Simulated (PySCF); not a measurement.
SMILES c1cnc2nsnc2n1, C₄H₂N₄S

Geometry (Å), atoms numbered from 1 in this order:
```xyz
11

C    -1.4337   -0.4232    0.9323
C    -1.6245   -0.5966   -0.4834
N    -0.6746   -0.4501   -1.3652
C     0.5256   -0.1165   -0.8377
N     1.6322    0.0832   -1.5504
S     2.7915    0.4547   -0.4770
N     1.9653    0.3843    0.9181
C     0.7179    0.0575    0.5873
N    -0.2912   -0.1028    1.4738
H    -2.2910   -0.5660    1.6012
H    -2.6215   -0.8669   -0.8514
```

The calculation used PySCF 2.14.0, quadratic response CAM-B3LYP/aug-cc-pVDZ first hyperpolarisability, Taylor convention, gas phase. Geometry: PBE0-D3(BJ)/def2-SVP.

Q: Give the tensor of the second harmonic β(−2ω;ω,ω) at 1064 nm in the axes of these coordinates.

A: In au, Taylor convention; rows are the first index (the induced dipole):
```csv
,xx,yy,zz,xy,xz,yz
x,+95.0,-1.3,+85.6,+27.8,+3.9,+9.1
y,+27.7,-4.6,+17.1,-2.8,+6.7,+5.0
z,+0.2,+4.1,-33.5,+5.9,+58.3,+10.6
```
Norm of βᵢ = ⅓ Σⱼ (βᵢⱼⱼ + βⱼᵢⱼ + βⱼⱼᵢ): 166.1 au, hyper-Rayleigh value 70.3 au.
